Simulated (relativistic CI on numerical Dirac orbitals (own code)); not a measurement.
## Electric-dipole transitions in Au XLVII

These numbers are calculated, not measured: Dirac-Coulomb-Breit CI, separate exchange-only KLI orbitals for each configuration, a model potential for QED, unscaled Slater integrals (own radial code, finite nucleus).

Configuration list (outside the closed core [Ar] 3d10): 4s2.4p3, 4s.4p4, 4s2.4p2.4d, 4p5, 4s.4p3.4d, 4s2.4p2.4f, 4s.4p3.4f, 4p4.4d, 4s.4p2.4d2, 4s2.4p.4d.4f, 4p4.4f, 4p3.4d.4f, 4s.4p2.4f2, 4s2.4p2.5s, 4p4.5s, 4s2.4p2.5p, 4s.4p2.4d.5s, 4s2.4p.4f.5s, 4s.4p3.5s, 4s2.4p2.5d, 4s.4p3.5p, 4s2.4p2.5f, 4s2.4p2.5g, 4s.4p3.5d, 4p3.4f.5s, 4s.4p3.5f, 4s2.4p2.6s, 4s2.4p.4d2, 4s2.4d3, 4s.4p.4d3, 4s2.4d2.4f, 4s.4p.4d2.4f, 4s2.4d2.5s, 4p3.4d2, 4p2.4d3, 4p2.4d2.4f, 4p2.4d2.5s, 4s2.4p.4f2, 4s2.4d.4f2, 4s.4p.4d.4f2, 4s2.4f3, 4s.4p.4f3, 4s2.4f2.5s, 4p3.4f2, 4p2.4d.4f2, 4p2.4f3, 4p2.4f2.5s, 4s.4p2.4d.4f, 4s.4p.4d.4f.5s, 4s2.4p.4d.5s, 4s.4p.4d2.5s, 4s2.4d.4f.5s, 4s2.4d.5s2, 4p3.4d.5s, 4p2.4d.4f.5s, 4p2.4d.5s2, 4s.4p2.4f.5s, 4s.4p.4f2.5s, 4s.4p.4f.5s2, 4s2.4p.5s2, 4s.4p.4d.5s2, 4s2.4f.5s2. Double excitations out of closed p, d and f shells are left out; levels of such configurations are missing from the list, as are those of other unlisted configurations, and high levels can miss mixing partners. These lack a partner that the ground configuration has and come out too high: 4s2.4p2.5p, 4s2.4p2.5d, 4s.4p3.5p, 4s2.4p2.5f, 4s2.4p2.5g.

```
λ vac (Å)                    Lower                      Upper   A (s⁻¹)  E lower (eV)  E upper (eV)
   37.619   4s2.4p2.4d 2G_7/2 [14]   4s2.4p.4d2 2G°_7/2 [148]  1.71e+12       305.780       635.355
   37.637    4s2.4p2.4d 2D_3/2 [5]    4s2.4p.4d2 2D°_3/2 [60]  3.85e+12       172.079       501.504
   38.037    4s2.4p2.4d 2D_5/2 [6]    4s2.4p.4d2 2P°_3/2 [74]  2.43e+12       207.290       533.250
   38.068      4s2.4p3 2P°_3/2 [1]     4s2.4p2.4d 2P_1/2 [17]  2.60e+12         0.000       325.689
   38.137  4s2.4p2.4f 2F°_5/2 [28]  4s2.4p.4d.4f 4G_5/2 [238]  2.46e+12       397.795       722.896
   38.175      4s2.4p3 2P°_3/2 [1]     4s2.4p2.4d 2D_3/2 [16]  3.19e+12         0.000       324.777
   38.181   4s2.4p2.4d 4D_7/2 [18]   4s2.4p.4d2 4P°_5/2 [161]  1.89e+12       328.064       652.792
   38.307        4s.4p4 4P_5/2 [7]    4s.4p3.4d 4D°_7/2 [102]  1.08e+12       240.914       564.571
   38.381      4s2.4p3 4S°_3/2 [2]     4s2.4p2.4d 4P_1/2 [43]  2.28e+12       128.367       451.401
   38.392        4s.4p4 4P_5/2 [7]    4s.4p3.4d 4P°_3/2 [100]  1.97e+12       240.914       563.857
   38.401      4s2.4p3 2P°_3/2 [1]     4s2.4p2.4d 2D_5/2 [15]  2.42e+12         0.000       322.871
   38.401      4s2.4p3 4S°_3/2 [2]     4s2.4p2.4d 2D_5/2 [42]  8.60e+11       128.367       451.237
   38.487      4s2.4p3 4S°_3/2 [2]     4s2.4p2.4d 2D_3/2 [41]  1.75e+12       128.367       450.515
   38.533   4s2.4p2.4d 4D_7/2 [18]   4s2.4p.4d2 2F°_7/2 [159]  1.36e+12       328.064       649.822
   38.567  4s2.4p2.4f 2F°_7/2 [31]  4s2.4p.4d.4f 4G_7/2 [247]  2.20e+12       406.571       728.052
   38.590    4s2.4p2.4d 2D_5/2 [6]    4s2.4p.4d2 4D°_5/2 [71]  2.24e+12       207.290       528.577
   38.689      4s2.4p3 2P°_1/2 [4]     4s2.4p2.4d 2D_3/2 [48]  1.94e+12       142.234       462.701
   38.704    4s2.4p2.4d 2D_5/2 [6]    4s2.4p.4d2 2F°_7/2 [70]  1.97e+12       207.290       527.627
   38.780        4s.4p4 4P_5/2 [7]     4s.4p3.4d 4P°_5/2 [97]  1.68e+12       240.914       560.622
   38.876   4s2.4p2.4d 2D_5/2 [21]   4s2.4p.4d2 2F°_7/2 [167]  1.41e+12       335.934       654.855
   38.905      4s2.4p3 2D°_5/2 [3]     4s2.4p2.4d 2F_7/2 [45]  1.89e+12       134.504       453.189
   38.975   4s2.4p2.4d 2G_9/2 [20]  4s2.4p.4d2 4G°_11/2 [162]  1.60e+12       334.973       653.086
   39.145      4s2.4p3 2D°_5/2 [3]     4s2.4p2.4d 2D_5/2 [42]  1.23e+12       134.504       451.237
   39.521   4s2.4p2.4d 2G_9/2 [20]   4s2.4p.4d2 4G°_9/2 [158]  1.61e+12       334.973       648.690
   39.677   4s2.4p2.4d 2D_5/2 [15]   4s2.4p.4d2 2G°_7/2 [148]  2.06e+12       322.871       635.355
   39.948   4s2.4p2.4d 2D_3/2 [16]   4s2.4p.4d2 4F°_5/2 [147]  1.93e+12       324.777       635.139
   40.172   4s2.4p2.4d 2F_7/2 [22]   4s2.4p.4d2 2G°_9/2 [172]  1.11e+12       350.511       659.141
   40.602    4s2.4p2.4d 2D_3/2 [5]    4s2.4p.4d2 4G°_5/2 [55]  1.01e+12       172.079       477.446
   46.204   4s2.4p2.4d 2G_7/2 [14]    4s.4p3.4d 2G°_7/2 [107]  9.66e+11       305.780       574.121
   46.873      4s2.4p3 2D°_5/2 [3]         4s.4p4 2P_3/2 [30]  1.21e+12       134.504       399.012
   47.088    4s2.4p2.4d 2D_3/2 [5]     4s.4p3.4d 2F°_5/2 [38]  1.13e+12       172.079       435.381
   47.859      4s2.4p3 2P°_3/2 [1]          4s.4p4 2P_3/2 [9]  7.98e+11         0.000       259.061
   48.638    4s2.4p2.4d 2D_5/2 [6]     4s.4p3.4d 4D°_7/2 [47]  4.59e+11       207.290       462.205
   49.266      4s2.4p3 2D°_5/2 [3]         4s.4p4 2D_5/2 [27]  8.06e+11       134.504       386.168
   49.671   4s2.4p2.4d 2G_7/2 [14]     4s.4p3.4d 4G°_9/2 [92]  1.08e+12       305.780       555.388
   49.828      4s2.4p3 4S°_3/2 [2]         4s.4p4 4P_3/2 [26]  7.65e+11       128.367       377.190
   52.015   4s2.4p2.4d 2F_7/2 [45]   4s2.4p.4d2 2G°_9/2 [205]  1.45e+12       453.189       691.554
   55.231     4s2.4p3 2P°_3/2 [10]     4s2.4p2.4d 2D_5/2 [58]  1.30e+12       271.699       496.182
   55.782      4s2.4p3 4S°_3/2 [2]     4s2.4p2.4d 2D_5/2 [23]  9.10e+11       128.367       350.633
   56.028        4s.4p4 4P_5/2 [7]     4s.4p3.4d 4D°_7/2 [47]  4.15e+11       240.914       462.205
   56.355       4s.4p4 2D_5/2 [27]    4s.4p3.4d 2F°_7/2 [131]  8.21e+11       386.168       606.173
   56.426     4s2.4p3 2P°_3/2 [10]     4s2.4p2.4d 2P_3/2 [57]  9.09e+11       271.699       491.429
   57.398      4s2.4p3 2D°_5/2 [3]     4s2.4p2.4d 2F_7/2 [22]  6.59e+11       134.504       350.511
   58.248        4s.4p4 2P_3/2 [9]     4s.4p3.4d 2D°_5/2 [54]  5.96e+11       259.061       471.915
   59.812      4s2.4p3 2P°_3/2 [1]      4s2.4p2.4d 2D_5/2 [6]  2.41e+11         0.000       207.290
```

Terms are leading LS components. Brackets give the number of a level in order of energy, since labels repeat. The list gives strong lines, with weight on those to low levels, without lines whose two gauges differ by over a factor of 2.5, among the lowest 400 of 11824 levels, so that lines to higher ones, which can be the strongest, are missing. Levels whose partners in the same complex of configurations lie outside the list can be far off, and so can their lines. Rates are taken at the computed energies, electric ones in the length gauge.

At this charge energies of transitions that change n are usually good to better than 1 %, and those within a shell (Δn = 0) to a few per cent.

LS names give the leading component of a level, which can be under half, so a name can repeat, a term be missing and a line seem to break the LS rules.
